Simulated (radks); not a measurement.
Values are calculated unless marked as measured or tabulated.
Polarisability of the caesium ion Cs+, [Xe], at imaginary frequency. Code: a radial shooting solver on a logarithmic mesh with Libxc functionals. Model: scalar-relativistic Kohn-Sham, exchange-only LDA, spin-polarised, spherical densities, finite nucleus; Fermi nuclear charge, rms radius 4.8041 fm. Response by self-consistent Sternheimer equations with the Hartree and adiabatic exchange-only LDA kernel, the relativistic mass of each level held fixed and spin-orbit coupling left out.

w (hartree)  alpha1(iw) (bohr^3)  alpha2(iw) (bohr^5)
0.00266                    16.80                97.25
0.0143                     16.79                97.22
0.0360                     16.74                97.02
0.0697                     16.59                96.37
0.118                      16.23                94.78
0.186                      15.47                91.40
0.280                      14.10                85.07
0.413                      11.98                74.68
0.605                      9.238                60.03
0.892                      6.341                42.82
1.35                       3.859                26.31
2.12                       2.096                13.53
3.59                      0.9979                5.614
6.94                      0.3669                1.734
17.5                     0.07989               0.3071

Static values: alpha1 = 16.80 bohr^3 (2.489 angstrom^3; uncoupled 28.48), alpha2 = 97.25 bohr^5, alpha3 = 1137 bohr^7. C6 = 147.3, C8 = 4535, triple-dipole C9 = 1780 atomic units. One-pole (London) frequency 4 C6 / (3 alpha1^2) = 0.696 hartree, against 0.642 for minus the highest occupied eigenvalue.
